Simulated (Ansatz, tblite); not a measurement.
Cost and result up the ladder for the cluster HfO3H2 (6 atoms). Total charge 0; singlet. Geometry: B3LYP-D4/def2-TZVP.

```xyz
6

Hf    0.203   -0.283    0.193
O    -0.358   -1.510   -1.202
O    -1.345   -1.428   -0.047
O     0.151    1.654    0.012
H     1.528   -0.918    1.373
H    -0.178    2.485   -0.329
```

Ansatz on 4 threads of Arm Neoverse V1 on a shared host; xTB runs through tblite on one thread. Times are rough, summed over both states, and most runs start from the orbitals of an earlier one. PBE0-D4/def2-TZVP serves as the yardstick here, not as an exact answer. The other state is a doublet.

In the def2 sets Hf takes a core potential; there is no spin–orbit coupling. The xTB rows come from tblite. The structure holds one bond between oxygen atoms, so isomers without such links may lie far lower. HOMO above LUMO, or a gap near zero within one spin, warns that the state may not be the lowest or that an electron is smeared out. The structure comes from a short search, and lower isomers may exist.

Raw xTB energies of ions are shifted by several eV.

| level | functions | wall time |
| --- | --- | --- |
| GFN1-xTB | 25 | 0.009 s |
| GFN2-xTB | 23 | 0.009 s |
| PBE-D4/def2-TZVP (with forces) | 145 | 4.1 s |
| PBE0-D4/def2-TZVP | 145 | 5 s |
| r2SCAN-D4/def2-TZVP | 145 | 7.8 s |

Estimate what each level gives for the vertical IE (eV).


| level | vertical IE (eV) | difference from PBE0-D4/def2-TZVP (eV) | remarks |
| --- | --- | --- | --- |
| GFN1-xTB | 16.00 | 6.12 | – |
| GFN2-xTB | 14.90 | 5.01 | – |
| PBE-D4/def2-TZVP (with forces) | 9.59 | -0.29 | gap within one spin near zero (+1 doublet) |
| PBE0-D4/def2-TZVP | 9.89 | 0.00 | – |
| r2SCAN-D4/def2-TZVP | 9.73 | -0.16 | gap within one spin near zero (+1 doublet) |
